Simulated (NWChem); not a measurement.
# C2H3BN2O; SMILES OB1C=NC=N1

```xyz
9

O      0.1585    -2.0800     0.0000
B      0.0421    -0.7503     0.0000
C      1.2096     0.3597     0.0000
N      0.6399     1.5088     0.0000
C     -0.7936     1.2246     0.0000
N     -1.2137     0.0221     0.0000
H     -0.7052    -2.5138     0.0000
H      2.3049     0.2949     0.0000
H     -1.4509     2.1065     0.0000
```
Atoms are numbered in this order, from 1.

Level: PBE0/def2-SVP (NWChem), optimised geometry, unscaled harmonic frequencies. 

Q: List the harmonic frequencies with IR intensities, and the thermochemistry.

A: 
```
frequency (cm⁻¹)  IR intensity (km/mol)
----------------  ---------------------
154                                 0.0
352                                17.5
391                                 1.1
584                                10.5
606                                15.4
721                               152.1
812                                11.6
846                                12.7
906                                21.5
918                                26.3
1008                               85.9
1024                                0.0
1192                              171.6
1284                                5.6
1350                               57.1
1526                              373.2
1651                               79.2
1713                               62.6
3169                               29.2
3183                                7.5
3862                              129.8
```

```
Item                                                                                Value
-----------------------------------------------------------------------  ----------------
zero-point energy                                                           38.9 kcal/mol
thermal correction to the enthalpy at 298.15 K (with zero-point energy)     42.6 kcal/mol
heat capacity Cv                                                         17.3 cal/(mol K)
entropy at 298.15 K and 1 atm (symmetry number 1)                        71.8 cal/(mol K)
dipole moment                                                                      1.52 D
```

Rigid rotor and harmonic oscillator.
